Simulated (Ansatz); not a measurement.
`N=C(O)[SiH3]` and `BSC(=N)[SiH3]` differ in one atom or group.

Ansatz, PBE0-D4/def2-TZVP geometries, multiplicity 1. Each molecule was computed in one conformer, which needn't be the lowest.

```json
{"property": "HOMO–LUMO gap (PBE/def2-TZVPP) / eV", "`N=C(O)[SiH3]`": "5.01"}
{"property": "size of the dipole moment (PBE/def2-TZVPP) / D", "`N=C(O)[SiH3]`": "0.80"}
{"property": "LUMO energy (ωB97M-V/def2-TZVPP) / eV", "`N=C(O)[SiH3]`": "1.74"}
{"property": "LUMO energy (B3LYP/def2-TZVPP) / eV", "`N=C(O)[SiH3]`": "-0.64"}
{"property": "HOMO energy (B3LYP/def2-TZVPP) / eV", "`N=C(O)[SiH3]`": "-7.65"}
{"property": "HOMO energy (ωB97M-V/def2-TZVPP) / eV", "`N=C(O)[SiH3]`": "-10.21"}
```

Q: What does the change do to each property? (An estimate is asked.)

A: Ansatz gave: 
| property | `BSC(=N)[SiH3]` | shift |
| --- | --- | --- |
| HOMO–LUMO gap (PBE/def2-TZVPP) / eV | 3.58 | -1.43 |
| size of the dipole moment (PBE/def2-TZVPP) / D | 0.61 | -0.19 |
| LUMO energy (ωB97M-V/def2-TZVPP) / eV | 0.15 | -1.59 |
| LUMO energy (B3LYP/def2-TZVPP) / eV | -2.04 | -1.40 |
| HOMO energy (B3LYP/def2-TZVPP) / eV | -7.50 | 0.15 |
| HOMO energy (ωB97M-V/def2-TZVPP) / eV | -9.92 | 0.29 |

With PBE0 the HOMO rises by 0.14 eV and the LUMO falls by 1.45 eV, so the gap narrows by about 1.59 eV. PBE moves the HOMO by 0.02 eV and ωB97M-V by 0.29 eV. Dipoles are sizes alone; their direction can turn.

B3LYP here is the variant with VWN-RPA as its local correlation; programs differ in this.
